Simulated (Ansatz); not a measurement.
Basis sets compared for K₄H₃⁺. Total charge 1; singlet. Geometry r2SCAN-D4/def2-SVP. Ansatz on 4 threads of Arm Neoverse V2 on a shared host; times are rough, and most runs start from earlier orbitals.

```csv
atom,x (Å),y (Å),z (Å)
K1,-1.472,2.045,1.185
K2,-1.158,-2.511,0.326
K3,2.699,0.057,0.685
K4,-0.058,0.346,-1.856
H5,1.109,-1.602,-0.450
H6,0.875,1.788,0.188
H7,-1.995,-0.123,-0.079
```

The structure comes from a short search, and lower isomers may exist.

```csv
level,functions,energy (Eh),HOMO (eV),LUMO (eV),wall time
HF/STO-3G,55,-2373.9564,-8.00,2.16,0.2 s
PBE-D4/def2-SVP,111,-2400.1583,-7.01,-3.92,1.5 s
PBE0-D4/def2-SVP,111,-2400.3620,-8.02,-3.38,2 s
```

Problem. Estimate the rows for HF/def2-TZVP, PBE-D4/def2-TZVP (with forces), PBE0-D4/def2-TZVP.

Solution. 
```
                         level  functions  energy (Eh)  HOMO (eV)  LUMO (eV)  wall time
                  HF/def2-TZVP        150   -2398.2390     -10.64      -2.09      1.1 s
PBE-D4/def2-TZVP (with forces)        150   -2400.4769      -7.07      -3.91      2.4 s
             PBE0-D4/def2-TZVP        150   -2400.6750      -8.08      -3.37      2.6 s
```
